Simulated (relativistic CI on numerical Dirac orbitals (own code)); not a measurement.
What each ingredient does to the levels of Sm

Base calculation: Dirac-Coulomb-Breit CI, orbitals from a KLI potential per configuration, model QED (radiative potential, 1s self-energy scaled to tabulated hydrogen-like ionisation energies), valence Slater integrals scaled by 0.85, P86 correlation energy added to each configuration.

Configuration list (outside the closed core [Xe]): 4f⁶6s², 4f⁶6s6p, 4f⁵6s²6p, 4f⁵6s²7p, 4f⁵6s²8s, 4f⁷7s, 4f⁶6s7s, 4f⁴6s²7s², 4f⁵6s²9s, 4f⁶7s², 4f⁸. The list is cut by size and lacks configurations that can hold low levels.

The lowest level and the first level of each name with at least 55 % of one term (blank where a level has no safe partner in the second run):

```
       Level  Base (cm⁻¹)  Shift (cm⁻¹)
  4f⁶6s² ⁷F0          0.0           0.0
  4f⁶6s² ⁷F1        311.3         -23.2
  4f⁶6s² ⁷F2        862.0         -47.7
  4f⁶6s² ⁷F3       1577.4         -58.6
  4f⁶6s² ⁷F4       2400.9         -49.3
  4f⁶6s² ⁷F5       3292.7         -18.0
  4f⁶6s² ⁷F6       4224.1         +36.2
4f⁶6s6p ⁹G°0       8079.5        -873.8
4f⁶6s6p ⁹G°1       8280.1        -880.3
4f⁶6s6p ⁹G°2       8659.6        -887.8
4f⁶6s6p ⁹G°3       9193.0        -892.2
4f⁶6s6p ⁹F°1       9252.6        -699.1
4f⁶6s6p ⁹D°2       9341.9        -813.5
4f⁶6s6p ⁹F°2       9752.4        -713.4
```

Correlation outside the listed configurations is missing or only estimated: errors of thousands of cm⁻¹ between configurations and terms are usual at this charge. Rates and lifetimes follow the computed energies and can be off by large factors. The fine structure of a lone outer electron comes out too small, for d and f at times inverted, and misplaced configurations move strength between like terms. 6 of the 42 excited levels that our extract of the measured tables holds in this range could be paired (the sources list more); they are missed by 109 cm⁻¹ on average and 203 at most, and levels without a partner can miss by more.

One thing was changed in a second run, which moved the levels as shown. Which?
A. Breit term removed
B. only the first 3 configurations
C. QED terms removed
D. Slater integrals left unscaled
E. no correlation estimate
F. configuration mixing switched off

D. Slater integrals left unscaled. Scaling acts on the splittings between terms and on the mixing, and leaves the fine structure of pure LS terms nearly alone; in jj coupling it moves the levels of one term differently.

LS names give the leading component of a level, which can be under half, so a name can repeat, a term be missing and a line seem to break the LS rules.
